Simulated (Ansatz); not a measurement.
CH2Cl (SMILES [CH2]Cl), doublet, at a GFN2-xTB geometry; PBE/6-31G** in Ansatz (an electronic-structure program).

Here is a job for Ansatz.
Ansatz 0.2 input:
```yaml
crystal:
  periodic: [false, false, false]
  atoms:
    - {symbol: C, position_ang: [0.00128034, -0.21316871, -1.07804677]}
    - {symbol: Cl, position_ang: [-0.00067229, 0.11193254, 0.56607046]}
    - {symbol: H, position_ang: [0.94272613, -0.30818573, -1.57707968]}
    - {symbol: H, position_ang: [-0.93897920, -0.31565514, -1.57783752]}
basis:
  gaussian:
    orbitals: 6-31G__.json
hamiltonian:
  xc: pbe
magnetization: {spin_polarized: true, initial_magnetization: 1}
accuracy: high
```
The basis file holds 6-31G** in the JSON format of the Basis Set Exchange.

What the program printed (banner, timings and long lists left out):

```
Functional definition: PBE
886 factors; integrals over basis functions are off by at most 3.2e-9 eV
mean field evaluation 1: about -13579.4309 eV, gradient 2.7e1 eV
mean field evaluation 2: about -13574.3091 eV, gradient 4.0e1 eV
mean field evaluation 4: about -13583.3222 eV, gradient 1.3e0 eV
mean field evaluation 8: about -13583.3301 eV, gradient 2.3e-2 eV
mean field evaluation 16: about -13583.3301 eV, gradient 1.2e-6 eV
mean field -13583.33007854 eV, -499.1781732747 hartree, gradient 7.6e-8 eV, S^2 0.752997; 0 other end points of the search recorded, 0 dependent functions left out
reference -13583.33008044 eV, -499.1781733442 hartree; 13, 12 occupied and 31, 32 virtual orbitals, 886 factors
Total energy: -13583.33008044 eV, -499.1781733442 hartree
```
